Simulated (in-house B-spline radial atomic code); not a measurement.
A run on the scandium ion Sc⁺ (an excited or competing configuration) that did not converge. Method: non-relativistic wB97X, spin-polarised, spherical fractional occupations, exact exchange averaged over the configuration, point nucleus; computed with a B-spline radial code for spherical atoms.

Command:
```bash
python run_scf.py task.json out
```
Settings:
```
Z                21
configuration    [Ar] 4s1 5s1
hamiltonian      nr
method           wb97x
spin_polarised   True
exact_exchange   averaged over the configuration
```

First and last ten iterations of the last attempt (damped for 15 steps, keeping 80 % of the old Fock matrix, then DIIS):
```
 iter        energy (Eh)    residual
    1        -755.498172    3.04e-01
    2        -759.338144    1.52e-01
    3        -759.647022    1.10e-01
    4        -759.811908    8.06e-02
    5        -759.900647    5.89e-02
    6        -759.948635    4.31e-02
    7        -759.974644    3.16e-02
    8        -759.988682    2.32e-02
    9        -759.996240    1.70e-02
   10        -760.000338    1.25e-02
  111        -760.005719    1.10e-06
  112        -760.005719    1.11e-06
  113        -760.005719    1.09e-06
  114        -760.005719    2.70e-05
  115        -760.005719    2.71e-06
  116        -760.005719    4.68e-05
  117        -760.005719    3.00e-06
  118        -760.005719    4.90e-05
  119        -760.005719    3.23e-06
  120        -760.005719    1.02e-06
 not converged after 120 iterations
```

The smallest residual met was 5.8e-07; the threshold is about 2e-07. Over the last five steps the energy moves by less than 1e-08 hartree, but the orbitals didn't meet the threshold. Run time, properties included: 10 s on 1 thread of Arm Neoverse N1, with other jobs on the host.
